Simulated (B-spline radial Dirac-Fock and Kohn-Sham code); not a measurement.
# Satellites and hypersatellites of the K lines of Zn

System: atomic zinc, [Ar] 3d10 4s1 4p1 (not the ground configuration).

The run's input, task.json:

```json
{"items": [{
  "Z": 30,
  "q": 0,
  "cfg": [[1, 0, 2], [2, 0, 2], [2, 1, 6], [3, 0, 2], [3, 1, 6], [3, 2, 10], [4, 0, 1], [4, 1, 1]],
  "A": 64,
  "rrms": 3.9283,
  "do": ["binding", "quiet", "double"]
}]}
```

Launch: `python xray_run.py task.json out`

Model: multi-electron Dirac-Fock with separately optimised hole states, Breit and Lamb-shift corrections added in first order. Program: a radial finite-basis atomic code. Each two-hole energy is an average over J within one jj subconfiguration, not an observable level; in light atoms, where LS coupling holds, the j-resolved values are not observed lines, and for a K spectator the Kα1 hypersatellite is nearly forbidden. Correlation energy is missing from these numbers.

Lines without a spectator: Kα2 (K-L2) 8614.7 eV, Kα1 (K-L3) 8638.1 eV, Kβ3 (K-M2) 9566.5 eV, Kβ1 (K-M3) 9569.5 eV. Shifts in eV with one spectator hole (a dash: not computed, or left out as unreliable):

```tsv
spectator hole	Kα2	Kα1	Kβ3	Kβ1
K (1s)	+319.0	+322.3	+397.2	+397.8
L2 (2p1/2)	+30.6	+37.5	–	+81.2
L3 (2p3/2)	+34.2	+33.0	+77.7	–
M2 (3p1/2)	–	+2.73	+4.81	+6.64
M3 (3p3/2)	+2.42	–	+6.11	+5.64
M4 (3d3/2)	-0.21	-1.10	–	–
M5 (3d5/2)	-1.18	-0.61	–	–
```
